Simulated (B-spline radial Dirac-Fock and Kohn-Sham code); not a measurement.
**Compton profile of V⁴⁺**

System: the V⁴⁺ ion in the configuration 1s2 2s2 2p6 3s2 3p6 3d1, inside a Watson sphere of charge -4 and radius 2.2 Å (a model of the Madelung potential; inside it an electron's potential energy is raised by 26.2 eV).

Input file task.json (cfg lists n, l and occupation; rrms is the nuclear radius in fm):

```json
{"items": [{
  "Z": 23,
  "q": 4,
  "cfg": [[1, 0, 2], [2, 0, 2], [2, 1, 6], [3, 0, 2], [3, 1, 6], [3, 2, 1]],
  "A": 51,
  "rrms": 3.6002,
  "watson": [-4, 2.2],
  "do": ["scatter"],
  "s": [0.0, 0.05, 0.1, 0.15, 0.2, 0.25, 0.3, 0.35, 0.4, 0.45, 0.5, 0.6, 0.7, 0.8, 0.9, 1.0, 1.1, 1.2, 1.4, 1.6, 1.8, 2.0, 2.5, 3.0, 3.5, 4.0, 5.0, 6.0],
  "pz": [0, 0.1, 0.2, 0.3, 0.4, 0.5, 0.6, 0.8, 1.0, 1.2, 1.4, 1.6, 1.8, 2.0, 2.5, 3.0, 4.0, 5.0, 7.0, 10.0, 15.0, 20.0, 30.0, 40.0, 60.0, 100.0],
  "hv_scatter": [1000, 8047.8, 10000, 17479.3, 20000, 30000, 100000, 200000]
}]}
```

Command: `python xray_run.py task.json out`

Method: the impulse approximation on Dirac-Fock orbitals of the configuration average with a finite nucleus. Computed with an atomic code on a B-spline grid. pz is in atomic units of momentum; subshell profiles are per electron, for a selection of subshells; open shells are spread over both j values by their weights.

```
 pz    J total   J 2p1/2   J 3p1/2   J 3p3/2   J 3d5/2
  0      3.280    0.0747     0.246     0.247     0.196
0.2      3.258    0.0747     0.246     0.247     0.196
0.3      3.229    0.0747     0.245     0.247     0.196
0.4      3.189    0.0747     0.245     0.246     0.196
0.5      3.137    0.0747     0.243     0.245     0.195
0.6      3.073    0.0747     0.241     0.243     0.195
0.8      2.910    0.0746     0.233     0.234     0.193
  1      2.705    0.0746     0.219     0.220     0.189
1.2      2.469    0.0744     0.200     0.200     0.181
1.4      2.219    0.0742     0.176     0.176     0.170
1.6      1.969    0.0739     0.151     0.150     0.155
1.8      1.734    0.0735     0.125     0.124     0.139
  2      1.522    0.0729     0.101    0.0997     0.122
2.5      1.115    0.0709    0.0529    0.0520    0.0834
  3     0.8621    0.0679    0.0252    0.0246    0.0541
  4     0.6039    0.0593   0.00673   0.00664    0.0217
  5     0.4601    0.0486   0.00482   0.00488   0.00876
  7     0.2685    0.0283   0.00412   0.00413   0.00162
 10     0.1234    0.0106   0.00173   0.00170  0.000185
 15    0.04363   0.00198  0.000311  0.000299  1.07e-05
 20    0.01890  0.000436  6.58e-05  6.20e-05  1.13e-06
 30   0.004535  3.66e-05  5.25e-06  4.75e-06    < 1e-6
 40   0.001343  5.34e-06    < 1e-6    < 1e-6    < 1e-6
 60  0.0001916    < 1e-6    < 1e-6    < 1e-6    < 1e-6
100  1.347e-05    < 1e-6    < 1e-6    < 1e-6    < 1e-6
```

J(0) = 3.280. The 3p3/2 subshell gives the largest part, 30 %.

Mean momentum ⟨p⟩ by subshell (a.u.): 1s1/2 19.4, 2s1/2 6.30, 2p1/2 8.47, 2p3/2 8.39, 3s1/2 2.59, 3p1/2 3.00, 3p3/2 2.97, 3d3/2 3.16, 3d5/2 3.16.
